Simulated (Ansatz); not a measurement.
`C#C[SiH2][AlH][SiH3]`. The species carries charge 0 and has multiplicity 1.

Z-matrix (Å, degrees):
```
Al
Si 1 2.442
C 1 2.260 2 112.0
C 1 2.294 2 101.6 3 31.1
Si 1 2.466 2 113.4 3 -49.7
H 1 1.585 2 129.3 3 150.2
H 2 1.492 1 110.2 3 25.3
H 2 1.492 1 112.3 3 144.9
H 2 1.493 1 112.9 3 -94.2
H 4 1.070 1 125.9 2 66.9
H 5 1.483 1 124.0 2 -167.1
H 5 1.483 1 124.2 2 4.5
```

**Question.** List the harmonic frequencies (cm⁻¹, unscaled) at PBE0-D4/def2-TZVP in Ansatz. (Estimate.)

**Answer.** The calculation gave: 71, 79, 97, 208, 242, 327, 372, 410, 445, 452, 467, 482, 574, 589, 656, 670, 721, 741, 863, 933, 937, 942, 1917, 1965, 2189, 2197, 2201, 2235, 2251, 3406.

**Question.** Is this a minimum?

**Answer.** Yes, all 30 modes are real.

**Question.** Give the ideal-gas thermochemistry at 298.15 K and 1 bar (rigid rotor, harmonic oscillator; point group C1, symmetry number 1).

**Answer.** Zero-point energy 177.3 kJ/mol; H(298) − E = 204.0 kJ/mol; entropy 388.3 J/(mol·K), of which translation 167.9, rotation 118.0, vibration 102.3; G(298) − E = 88.2 kJ/mol. Modes under 100 cm⁻¹ are hindered rotations or soft bends, so the harmonic entropy is rough.
